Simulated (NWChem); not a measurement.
System: BeO; SMILES [Be]=[O]

The following NWChem deck was run.

```
start job
memory heap 200 mb stack 900 mb global 1100 mb
geometry units angstroms noautosym nocenter noautoz
  Be     0.000000     0.000000    -0.884930
  O      0.000000     0.000000     0.453405
end
basis spherical
  Be library cc-pvtz
  O library cc-pvtz
end
dft
  xc pbe0
  iterations 150
end
tddft
  cis
  ecut -17.5
  nroots 6
  notriplet
end
task tddft energy
```

Excerpt of the output:

```
             Northwest Computational Chemistry Package (NWChem) 7.3.0
             --------------------------------------------------------

                             Geometry "geometry" -> ""
                             -------------------------

 Output coordinates in angstroms (scale by  1.889725989 to convert to a.u.)

  No.       Tag          Charge          X              Y              Z
 ---- ---------------- ---------- -------------- -------------- --------------
    1 Be                   4.0000     0.00000000     0.00000000    -0.88493000
    2 O                    8.0000     0.00000000     0.00000000     0.45340500

 Effective nuclear repulsion energy (a.u.)      12.6527901968

                                 NWChem DFT Module
                                 -----------------

 Summary of "ao basis" -> "ao basis" (spherical)
 ------------------------------------------------------------------------------
       Tag                 Description            Shells   Functions and Types
 ---------------- ------------------------------  ------  ---------------------
 Be                         cc-pvtz                 10       30   4s3p2d1f
 O                          cc-pvtz                 10       30   4s3p2d1f

            General Information
            -------------------
          SCF calculation type: DFT
          Wavefunction type:  closed shell.
          No. of atoms     :     2
          No. of electrons :    12
           Alpha electrons :     6
            Beta electrons :     6
          Charge           :     0
          Spin multiplicity:     1
          Use of symmetry is: off; symmetry adaption is: off
          Maximum number of iterations: 150
          AO basis - number of functions:    60
                     number of shells:    20
          Convergence on energy requested:  1.00D-06
          Convergence on density requested:  1.00D-05
          Convergence on gradient requested:  5.00D-04

              XC Information
              --------------
                         PBE0 Method XC Functional
                     Hartree-Fock (Exact) Exchange  0.250
          PerdewBurkeErnzerhof Exchange Functional  0.750
            Perdew 1991 LDA Correlation Functional  1.000 local
           PerdewBurkeErnz. Correlation Functional  1.000 non-local

[...]

                                NWChem TDDFT Module
                                -------------------

            General Information
            -------------------
           No. of orbitals :     120
            Alpha orbitals :      60
             Beta orbitals :      60
        Alpha frozen cores :       0
         Beta frozen cores :       0
     Alpha frozen virtuals :       0
      Beta frozen virtuals :       0
         Spin multiplicity :       1
    Number of AO functions :      60
        Use of symmetry is : off
      Symmetry adaption is : off
         Schwarz screening :  0.10D-07

              XC Information
              --------------
                  PBE0 Method XC Functional
              Hartree-Fock (Exact) Exchange   0.25
   PerdewBurkeErnzerhof Exchange Functional   0.75
     Perdew 1991 LDA Correlation Functional   1.00 local
    PerdewBurkeErnz. Correlation Functional   1.00 non-local

             TDDFT Information
             -----------------
          Calculation type : Tamm-Dancoff TDDFT
         Wavefunction type : Restricted singlets
          No. of electrons :      12
           Alpha electrons :       6
            Beta electrons :       6
              No. of roots :       6
          Max subspacesize :    5200
            Max iterations :     100
               Target root :       1
           Target symmetry : none
             Energy Cutoff :-0.18D+02
      Symmetry restriction : off
                 Algorithm : Optimal
        Davidson threshold :  0.10D-03

    6 smallest eigenvalue differences (eV)
--------------------------------------------------------
  No. Spin  Occ  Vir  Irrep   E(Occ)    E(Vir)   E(Diff)
--------------------------------------------------------
    1    1    1    7 a       -19.128    -0.146   516.511
    2    1    1    8 a       -19.128     0.016   520.922
    3    1    1    9 a       -19.128     0.016   520.922
    4    1    1   10 a       -19.128     0.073   522.486
    5    1    1   11 a       -19.128     0.103   523.284
    6    1    1   12 a       -19.128     0.156   524.728
--------------------------------------------------------

  Entering Davidson iterations
  Restricted singlet excited states

  Iter   NTrls   NConv    DeltaV     DeltaE      Time
  ----  ------  ------  ---------  ---------  ---------
    1      6       0     0.66E-01   0.10+100        3.4
    2     12       0     0.87E-02   0.71E-02        3.3
    3     18       2     0.14E-02   0.25E-04        2.4
    4     22       6     0.76E-04   0.40E-06        2.2
  ----  ------  ------  ---------  ---------  ---------
  Convergence criterion met

  Ground state a         -89.817424827399 a.u.

  ----------------------------------------------------------------------------
  Root   1 singlet a             18.912076639 a.u.              514.6240 eV
  ----------------------------------------------------------------------------
     Transition Moments    X -0.00000   Y  0.00000   Z -0.02349
     Dipole Oscillator Strength                    0.0069565899
     Electric Quadrupole                           0.0000207225
     Magnetic Dipole                               0.0000000000
     Total Oscillator Strength                     0.0069773124

[...]
```

Level: PBE0/cc-pVTZ, restricted-window TDA. Coordinates come from a PBE0/def2-SVP optimisation. The quadrupole and magnetic terms of the printed total strengths depend on the origin.
